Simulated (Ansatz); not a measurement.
All numbers were calculated with Ansatz.

Basis-set series for C2H8Al2Br2 (`[CH3][Al@H-]1[Br+][Al@@H-]([CH3])[Br+]1`). Charge 0, multiplicity 1. The structure was optimised at the PBE0-D4/def2-TZVP level.

Z-matrix (Å, degrees):
```
C
Al 1 1.941
H 1 1.094 2 110.9
H 1 1.093 2 111.8 3 -120.3
H 1 1.094 2 110.9 3 119.4
Br 2 2.472 1 108.3 3 70.4
Br 2 2.472 1 108.3 3 170.0
H 2 1.577 1 127.8 3 -59.8
Al 6 2.472 2 86.1 1 100.1
C 9 1.941 6 108.3 2 -100.1
H 9 1.577 6 106.9 2 119.0
H 10 1.094 9 110.9 6 170.4
H 10 1.093 9 111.8 6 50.1
H 10 1.094 9 110.9 6 -70.2
```

```tsv
functional	basis	functions	energy (Eh)	HOMO (eV)	LUMO (eV)
PBE0-D4	def2-TZVPP	354	-5713.50677	-7.89	-0.43
PBE0-D4	def2-QZVPP	672	-5713.63170	-7.90	-0.53
ωB97M-V	def2-TZVPP	354	-5714.04786	-10.08	1.18
ωB97M-V	def2-QZVPP	672	-5714.16829	-10.08	0.82
```

Give the rows for def2-SVP. (An estimate is asked.)

The calculation gave: 
```csv
functional,basis,functions,energy (Eh),HOMO (eV),LUMO (eV)
PBE0-D4,def2-SVP,168,-5712.62278,-7.89,-0.36
ωB97M-V,def2-SVP,168,-5713.16180,-10.04,1.32
```

Positive LUMOs are unbound and depend on the basis. Scalar relativity is left out up to krypton.
